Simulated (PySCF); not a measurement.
**PBE0 on Nd³²⁺ (neodymium, charge +32)**

Configuration: [Ar] 3d10, closed-shell 1S. All numbers are calculated (PySCF 2.14, scalar relativity by spin-free X2C-1e, in an even-tempered Gaussian basis (18 s from 5 bohr⁻², ratio 2.5; 13 p from 6.5 bohr⁻², ratio 2.5; 8 d from 6.5 bohr⁻², ratio 2.5; 4 f from 30 bohr⁻², ratio 2.7; 3 g from 45 bohr⁻², ratio 2.7)).

```
Total energy                : -9060.97 hartree
One-electron energy         : -10974.71 hartree
Hartree (Coulomb) energy    : 2096.90 hartree
Exchange-correlation energy : -183.16 hartree
⟨S²⟩                        : 0.0000
⟨L²⟩                        : 0.000
Sum of ⟨r⟩                  : 5.185 bohr
Sum of ⟨r²⟩                 : 1.340 bohr²
Time after the integrals    : of the order of 9 core-seconds
```

```tsv
shell	electrons	mean orbital energy (hartree)	rms radius, mean of both spins (bohr)
1s	2	-1640.84806	0.0269
2s	2	-303.07690	0.109
2p	6	-276.04539	0.0975
3s	2	-97.95210	0.279
3p	6	-89.32678	0.277
3d	10	-77.52358	0.253
```

Spin-orbit coupling, which splits the p, d and f shells strongly at this Z, is absent.

Densities and radii are taken from the X2C orbitals without a picture-change correction, which distorts them close to the nucleus.
